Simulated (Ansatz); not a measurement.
`[Cl][Zn][Br]`, relaxed with RKS PBE0-D4/def2-TZVP in the Gaussian-basis code of Ansatz from a PBE-D4/def2-SVP geometry. The force threshold is 0.005 eV/Å; the program also tests the step.

Total charge 0; spin multiplicity 1.

Start:

```xyz
3

Cl   -0.546   -1.856    0.940
Zn   -0.011   -0.037    0.018
Br    0.556    1.892   -0.958
```

| step | energy (eV) | largest force (eV/Å) | largest move (Å) |
| --- | --- | --- | --- |
| 1 | -130973.4925 | 0.259 | 0.000 |
| 2 | -130973.4971 | 0.059 | 0.015 |
| 3 | -130973.4973 | 0.003 | 0.004 |

End:

```xyz
3

Cl   -0.541   -1.840    0.932
Zn   -0.011   -0.038    0.019
Br    0.552    1.878   -0.951
```

Run time 7 s (4 threads of an Arm Neoverse V2 on a shared host); peak host memory 0.31 GiB.
